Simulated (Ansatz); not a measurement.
A structure relaxed at PBE-D4/def2-SVPD in Ansatz, charge -1, doublet:

```csv
atom,x (Å),y (Å),z (Å)
Al1,-1.6008,0.8325,-0.5734
Al2,-0.1782,1.4834,1.5696
Al3,0.2258,-1.1359,1.4990
Al4,1.0618,-0.0069,-0.9478
Li5,-0.6217,0.0884,-2.9432
Li6,-2.3409,-0.2410,1.8314
Li7,0.5332,2.6624,-0.8230
Li8,1.7318,-2.4425,-0.2762
Li9,-1.2447,-1.8520,-0.6601
Li10,2.4337,0.6117,1.3236
```

**Question.** Give its formula and point group.

**Answer.** Li₆Al₄⁻. Point group Cs (tolerance 0.1 Å).

**Question.** Summarise the bond lengths by kind (pairs closer than 1.2 times the sum of covalent radii, bridged metal pairs left out).

**Answer.** 16 × Al–Li 2.61 to 2.97 Å; 4 × Al–Al 2.65 to 2.82 Å; 2 × Li–Li 3.06 Å.

The highest occupied level of the charge -1 doublet lies above zero (up to 0.06 eV). The electron is either unbound and held by the finite basis, or the level is raised by self-interaction error. The structure comes from a short search, and lower isomers may exist.
